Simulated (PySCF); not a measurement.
Cartesian coordinates in Å; atom numbers follow the order of the lines, from 1:
```xyz
23

C     1.213    1.901    1.222
C     1.344    0.627    0.443
C     2.609    0.124    0.130
C     2.780   -1.010   -0.661
C     1.658   -1.660   -1.165
C     0.385   -1.188   -0.856
C     0.205   -0.058   -0.046
N    -1.084    0.432    0.255
C    -1.505    0.310    1.633
C    -2.141    0.118   -0.670
H     1.123    1.725    2.308
H     0.314    2.452    0.906
H     2.095    2.540    1.074
H     3.489    0.661    0.498
H     3.784   -1.372   -0.895
H     1.768   -2.545   -1.797
H    -0.488   -1.716   -1.245
H    -0.697    0.592    2.319
H    -2.360    0.978    1.826
H    -1.814   -0.725    1.888
H    -3.004    0.772   -0.466
H    -1.811    0.303   -1.702
H    -2.502   -0.931   -0.603
```

All values are calculated (PySCF): NMR shieldings at HF/pcSseg-1/GIAO, structure optimised with PBE0-D3(BJ)/def2-SVP. One computed conformer, isolated molecule, averaged over atoms made equivalent by symmetry, fast rotation or ring inversion, non-relativistic Hamiltonian.

Question: List the cross peaks expected in HSQC, COSY and HMBC spectra.

Answer: 

HSQC (one-bond C–H):
| δH | δC |
| --- | --- |
| 7.42 (H14) | 139.1 (C3) |
| 7.32 (H16) | 134.6 (C5) |
| 7.14 (H15) | 129.2 (C4) |
| 7.00 (H17) | 125.6 (C6) |
| 2.43 (H18/H19/H20/H21/H22/H23) | 40.1 (C9/C10) |
| 2.41 (H11/H12/H13) | 18.4 (C1) |

COSY cross peaks (H two or three bonds apart, from the bond graph; peaks can be absent where the dihedral angle is near 90°):
| δH | δH |
| --- | --- |
| 7.42 (H14) | 7.14 (H15) |
| 7.32 (H16) | 7.14 (H15) |
| 7.32 (H16) | 7.00 (H17) |

HMBC (two and three bonds, from the bond graph):
| δH | δC |
| --- | --- |
| 7.42 (H14) | 159.8 (C7), 138.6 (C2), 134.6 (C5), 129.2 (C4), 18.4 (C1) |
| 7.32 (H16) | 159.8 (C7), 139.1 (C3), 129.2 (C4), 125.6 (C6) |
| 7.14 (H15) | 139.1 (C3), 138.6 (C2), 134.6 (C5), 125.6 (C6) |
| 7.00 (H17) | 159.8 (C7), 138.6 (C2), 134.6 (C5), 129.2 (C4) |
| 2.43 (H18/H19/H20/H21/H22/H23) | 159.8 (C7), 40.1 (C9/C10) |
| 2.41 (H11/H12/H13) | 159.8 (C7), 139.1 (C3), 138.6 (C2) |

δ = σ(ref) − σ, references computed at the same level: $^{1}$H (σ = 31.69 ppm), $^{13}$C (σ = 190.85 ppm) vs TMS.

Short H···H contacts in this conformer between protons four or more bonds apart (candidates for NOE cross peaks, intensity ∝ r⁻⁶): H11···H18 2.14 Å, H17···H23 2.26 Å, H13···H14 2.41 Å.

Shifts are as computed. Against solution values, carbons near 30 ppm lie about -0 ppm off and those near 130 ppm about +7 ppm. Of 1211 compounds with measured shifts, 218 miss one by over three times the rms of a fit or turn the order of signals round; such compounds aren't used in these exercises.
